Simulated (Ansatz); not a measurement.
CH6FNOSi (`NC(F)[SiH2]O`). Charge 0, multiplicity 1. The geometry is a stationary point of PBE0-D4/def2-TZVP. It is one conformer, not always the lowest.

```xyz
11

N    -0.329    1.577    0.484
C     0.597    0.528    0.433
F     1.827    0.902   -0.197
Si   -0.041   -0.958   -0.555
O    -1.194   -1.682    0.369
H    -0.030    2.365    1.042
H    -0.646    1.886   -0.424
H     0.876    0.243    1.451
H    -0.597   -0.444   -1.840
H     1.079   -1.889   -0.847
H    -1.542   -2.528    0.084
```

(1) What is the dipole moment at B3LYP/def2-TZVPP? (Estimate.)

(2) And with PBE, r2SCAN, ωB97M-V? (Estimate.)

(3) Give the Mulliken charges with B3LYP, ωB97M-V, r2SCAN in def2-TZVPP. (An estimate is asked.)

Answers

(1) Computed: 1.34 D, with components (-1.24, -0.50, -0.15) D in this frame, pointing from negative to positive charge.

(2) Computed: PBE 1.27 D, r2SCAN 1.33 D, ωB97M-V 1.35 D.

(3) The calculation gave: 
```csv
atom,B3LYP,ωB97M-V,r2SCAN
N1,-0.30,-0.26,-0.33
C2,0.11,0.06,0.15
F3,-0.27,-0.25,-0.26
Si4,0.49,0.43,0.51
O5,-0.39,-0.37,-0.41
H6,0.13,0.11,0.14
H7,0.14,0.12,0.15
H8,0.09,0.11,0.05
H9,-0.10,-0.06,-0.11
H10,-0.09,-0.05,-0.09
H11,0.18,0.17,0.19
```

B3LYP here is the variant with VWN-RPA as its local correlation; programs differ in this.
